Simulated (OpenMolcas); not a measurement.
# S3+: the spin-orbit constant, worked from levels

```json
{
  "Program": "OpenMolcas 26.06",
  "Basis": "ANO-RCC-VDZP [4s3p1d]",
  "Scalar Hamiltonian": "DKH2, point nucleus",
  "Active space": "3 electrons in 4 orbitals (3s 3p)",
  "State averaging": "2S+1 = 4 odd, 1 root; 2S+1 = 2 odd, 11 roots; 2S+1 = 4 even, 3 roots; 2S+1 = 2 even, 9 roots",
  "Spin-orbit coupling": "state interaction with AMFI integrals over the reference wave functions, term energies averaged over their components"
}
```

Methods: CASSCF; MS-CASPT2, IPEA 0.25 Eh, imaginary shift 0.1 Eh (closed shells correlated: 2s 2p). Measured levels: NIST levels in Podobedova, Kelleher and Wiese, J. Phys. Chem. Ref. Data 38, 171 (2009).

**The spin-orbit constant.** For the Hund term ²P° of p1, E(J) = (A/2) J(J+1) + constant and ζ = 2S·A = A. From J = 1/2 to J = 3/2 the energy changes by 1.5 A.

| Source | E(3/2) - E(1/2) | A | ζ |
| --- | --- | --- | --- |
| CASSCF | 744.0 | 496.0 | 496 |
| MS-CASPT2 | 746.5 | 497.7 | 498 |
| measured | 951.4 | 634.3 | 634 |

All in cm-1. MS-CASPT2 is off by -21.5 % and CASSCF by -21.8 %. Both methods take the spin-orbit matrix elements from the reference wave functions, so the second can move ζ only through the term energies and any multistate remixing.

Over all roots computed the reference weight is 0.89 to 0.99 in MS-CASPT2; the roots of lowest weight are the least certain, and an intruder state may touch them. The basis is small and was not contracted for so high a charge. Computed and measured levels are paired by configuration, term and J; levels that our copy of the source lacks, or whose pairing is in doubt (as where it misses far off the trend of its configuration), stay unpaired and out of the deviations. Only configurations of the active space appear.

° marks odd parity.
